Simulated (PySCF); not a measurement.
Se(SH)(SeH) (H2SSe2), SMILES S[Se][SeH]. Coordinates come from a r2SCAN-D4/def2-SVP optimisation. The values are those of a single conformer.

Computed with r2SCAN-D4/def2-SVP (PySCF).

Harmonic wavenumbers (cm⁻¹): 131, 269, 295, 322, 372, 721, 812, 2392, 2650. Rotational constants (GHz): 6.295, 1.401, 1.167; symmetry number 1.

Question: Work out the zero-point energy and the ideal-gas rigid-rotor harmonic-oscillator thermochemistry at 298.15 K and 1 atm.

Answer: ZPE = ½ Σ hcν = ½ × 7965 cm⁻¹ = 11.39 kcal/mol. H − E(el) = 15.31 kcal/mol. Entropy in cal/(mol K): translation 41.66, rotation 27.84, vibration 8.83, total 78.33. G − E(el) = -8.04 kcal/mol. Cp = 17.87 cal/(mol K). Modes under 150 cm⁻¹ make the vibrational entropy uncertain.
